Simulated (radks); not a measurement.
Coulomb parameter of the 3d shell of neutral nickel in the model configuration [Ar] 3d8.5 4s1.5, as a second difference U = [E(n + 0.5) + E(n - 0.5) - 2 E(n)] / (0.5)^2 with all orbitals relaxed. "Bare": the charge of the atom changes with n. "Screened": the 4s shell takes up the change at fixed total charge, which measures U(3d,3d) + U(4s,4s) - 2 U(3d,4s). Method: scalar-relativistic Kohn-Sham, LDA (Slater exchange, Perdew-Wang correlation), spin-unpolarised, spherical densities, point nucleus; computed with a radial shooting solver on a logarithmic mesh with Libxc functionals.

\begin{tabular}{lrr}
case & configuration & E - E(n) (eV) \\ \hline
start & [Ar] 3d8.5 4s1.5 & 0.000 \\
bare +0.5 & [Ar] 3d9 4s1.5 & -2.014 \\
bare -0.5 & [Ar] 3d8 4s1.5 & 5.045 \\
screened +0.5 & [Ar] 3d9 4s1 & -0.432 \\
screened -0.5 & [Ar] 3d8 4s2 & 1.205 \\
\end{tabular}

U(bare) = 12.123 eV, U(screened by 4s) = 3.094 eV, against the Slater integral F0(3d,3d) = 24.569 eV with frozen orbitals. The step up makes a negative ion, whose loosely bound charge lowers the bare value.
